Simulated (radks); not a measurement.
Species: Dy V. Configuration: [Xe] 4f8 (the NIST ground configuration).

Calculated with a radial shooting solver on a logarithmic mesh with Libxc functionals: scalar-relativistic Kohn-Sham, exchange-only B88, spin-polarised, spherical densities, finite nucleus; open shells are filled with parallel spins first (spin-orbit coupling, left out, can overturn this in heavy ions); Fermi nuclear charge, rms radius 5.2218 fm.

Energy parts (Ry):
| part | energy |
|---|---|
| total | -24301.4747 |
| kinetic | 26221.5450 |
| electron-nucleus | -59238.7686 |
| Hartree | 9233.5524 |
| exchange | -517.8035 |

Orbitals (lengths in bohr, moments of r in powers of bohr; r(90%) holds 90 % of the orbital's charge):
| orbital | occ. | eigenvalue (Ry) | <r^2> | r(90%) | <1/r> |
|---|---|---|---|---|---|
| 1s up | 1 | -3947.485 | 0.0006094 | 0.0382 | 74.55 |
| 1s down | 1 | -3947.485 | 0.0006094 | 0.0382 | 74.55 |
| 2s up | 1 | -660.6058 | 0.009521 | 0.139 | 17.33 |
| 2s down | 1 | -660.6013 | 0.009521 | 0.139 | 17.33 |
| 2p up | 3 | -586.6643 | 0.007707 | 0.129 | 16.09 |
| 2p down | 3 | -586.6611 | 0.007707 | 0.129 | 16.09 |
| 3s up | 1 | -150.2266 | 0.06292 | 0.344 | 6.371 |
| 3s down | 1 | -150.0250 | 0.06282 | 0.344 | 6.378 |
| 3p up | 3 | -127.5236 | 0.06321 | 0.349 | 5.972 |
| 3p down | 3 | -127.3227 | 0.06308 | 0.349 | 5.979 |
| 3d up | 5 | -98.27545 | 0.05292 | 0.330 | 5.664 |
| 3d down | 5 | -98.12171 | 0.05277 | 0.330 | 5.671 |
| 4s up | 1 | -33.00523 | 0.3154 | 0.759 | 2.696 |
| 4s down | 1 | -32.55308 | 0.3155 | 0.759 | 2.695 |
| 4p up | 3 | -25.50476 | 0.3559 | 0.813 | 2.476 |
| 4p down | 3 | -25.05849 | 0.3564 | 0.814 | 2.474 |
| 4d up | 5 | -15.28166 | 0.4233 | 0.907 | 2.191 |
| 4d down | 5 | -14.84332 | 0.4254 | 0.909 | 2.186 |
| 4f up | 7 | -4.09654 | 0.7172 | 1.26 | 1.687 |
| 4f down | 1 | -3.69612 | 0.7720 | 1.32 | 1.656 |
| 5s up | 1 | -6.98697 | 1.724 | 1.77 | 1.073 |
| 5s down | 1 | -6.77316 | 1.773 | 1.80 | 1.054 |
| 5p up | 3 | -5.06886 | 2.265 | 2.05 | 0.9236 |
| 5p down | 3 | -4.91114 | 2.346 | 2.09 | 0.9036 |
| 5d up | 0 | -2.73058 | 4.147 | 2.83 | 0.6713 |
| 5d down | 0 | -2.65668 | 4.350 | 2.90 | 0.6519 |
| 6s up | 0 | -2.37218 | 8.678 | 3.94 | 0.4613 |
| 6s down | 0 | -2.33941 | 8.891 | 3.99 | 0.4562 |

The highest occupied level is 4f down at -50.288 eV. The electron density at the nucleus is 7.78e+05 e/bohr^3 (large components only). Spin moment in Bohr magnetons: 6.
